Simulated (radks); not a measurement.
Question: The mean radii <r> (bohr) of the occupied orbitals of an atom or ion are listed with their occupations. Method: Dirac Kohn-Sham, PBE, spin-unpolarised, spherical densities, finite nucleus; Fermi nuclear charge, rms radius of each element as measured or else 0.836 A^(1/3) + 0.57 fm; computed with a radial shooting solver on a logarithmic mesh with Libxc functionals.

orbital  occ.      <r>
1s1/2       2  0.01899
2s1/2       2  0.07978
2p1/2       2  0.06612
2p3/2       4  0.07385
3s1/2       2   0.2082
3p1/2       2   0.1980
3p3/2       4   0.2124
3d3/2       4   0.1863
3d5/2       6   0.1907
4s1/2       2   0.4666
4p1/2       2   0.4725
4p3/2       4   0.5045
4d3/2       4   0.5223
4d5/2       6   0.5330
5s1/2       2    1.034
5p1/2       2    1.100
4f5/2       6   0.5976
4f7/2       6   0.6043

Name the element and its charge. Open shells, if any, fill j = l - 1/2 first.

Answer: Z = 72, hafnium, charge +10: Hf10+ in [Kr] 4d10 4f12 5s2 5p2. The 1s radius gives Z: for a bare nucleus <r> = (2 gamma + 1)/(2Z) with gamma = sqrt(1 - (Z/c)^2), 0.01876 bohr for Z = 72, and screening makes it slightly larger (0.01899 here). The occupations add up to 62, and the charge is Z minus that.
